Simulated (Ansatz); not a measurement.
Basis-set extrapolation for `OC1COB1[SiH3]` (PBE0-D4/def2-TZVP geometry, frozen core, Ansatz). Multiplicity 1, RHF reference.

|  | def2-TZVPP | def2-QZVPP |
| --- | --- | --- |
| HF | -543.251893 | -543.272329 |
| MP2 correlation | -1.023226 | -1.097772 |
| CCSD(T) correlation | -1.114038 | not run |

Energies in hartree. Use E(X) = E(∞) + A·exp(−7.88·√X) for Hartree–Fock and E(X) = E(∞) + B·X^(−2.97) for correlation, with X = 3 and 4, and add CCSD(T) minus MP2 of the smaller set to the MP2 limit.

What is the CCSD(T) energy at the basis-set limit?

HF limit: -543.272329 + (-0.020436) × 0.13774 = -543.27514. MP2 limit: -1.097772 + (-0.074546) × 0.74074 = -1.15299. Higher-order term: -1.114038 − (-1.023226) = -0.09081. Total: -544.51894 hartree, 401.7 kJ/mol below CCSD(T)/def2-TZVPP.
